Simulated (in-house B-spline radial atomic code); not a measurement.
Results of a calculation; reference values are marked as such.
# Stopping and range of 50 keV O in Ge

The pair potential comes from two frozen, spherical free-atom densities (PBE, B-spline radial code, scalar-relativistic past argon): electrostatics plus the change in Thomas-Fermi kinetic and Dirac exchange energy where they overlap, the recipe behind the universal ZBL potential, which averages such potentials (from solid-state densities) over many pairs. It is written V = (Z1 Z2 e²/r) φ(r/a), with e² = 14.3996 eV·Å and a = 0.46850 Å/(Z1^0.23 + Z2^0.23); ZBL's fit is φ = 0.18175 e^(−3.1998x) + 0.50986 e^(−0.94229x) + 0.28022 e^(−0.4029x) + 0.02817 e^(−0.20162x). Where φ falls below 4e-4 it is continued as an exponential.

The target is taken as amorphous, with density 5.3234 g/cm³ (NSM archive of the Ioffe Institute); channelling is ignored. Masses: O 16.0, Ge 72.63 u. Nuclear stopping is S_n = 4π a Z1 Z2 e² M1/(M1 + M2) × s_n(ε), with s_n integrated over impact parameters for each pair. Electronic stopping is Lindhard and Scharff's S_e = Z1^(1/6) 8π e² a0 Z1 Z2/(Z1^(2/3) + Z2^(2/3))^(3/2) × v/v0, with a0 = 0.529177 Å and v = v0 at 24.801 keV/u; it misses the oscillations with Z1 seen in experiment, which reach tens of per cent. Compounds add by atom fraction.

```csv
target atom,a (Å),ε at this energy,"s_n, this pair","s_n, ZBL potential"
Ge,0.12225,1.359,0.3039,0.2904
```

(1) What are the atom density and the stopping powers at entry?

Along the track:

```tsv
E (keV)	N S_n (eV/nm)	N S_e (eV/nm)
2.5	140	46
7.5	164	79.6
15	166	113
25	158	145
37.5	147	178
50	137	206
```

(2) Estimate the path length and the projected range.

## Answers

(1) N = 5.3234 × 0.602214/72.63 = 0.04414 atoms/Å³. For Ge: S_n = 1022 × 0.3039 = 310.7 eV·Å², S_e = 2.0834 × √50000 = 465.9 eV·Å². Averaged over the target's atoms and times N × 10 Å/nm, the ion loses N S_n = 137 eV/nm to recoils and N S_e = 206 eV/nm to electrons; the nuclear share is 40 %.

(2) With continuous slowing down the path is the integral of dE/(N (S_n + S_e)). Trapezoids over the table give 164 nm, and the stretch below the first row, with stopping taken as √E, adds 2E/(N S) = 27 nm: 191 nm in all, against 184 nm on a fine grid from 5 eV. Deflections shorten the depth: to first order in the energy passed on, N (S_n + S_e) dR_p/dE = 1 − N S_n (M2/M1) R_p/(2E), summed over the target's atoms, and integrating this on the fine grid gives R_p = 76.2 nm, 0.41 of the path. Lindhard's rule of thumb R/(1 + M2/3M1), with mean M2/M1 = 4.54, gives 73.2 nm; it is meant for M2/M1 below about 2. On the ZBL potential the same equation gives 79 nm, and the full integral equation, which keeps hard collisions, 83.3 nm.
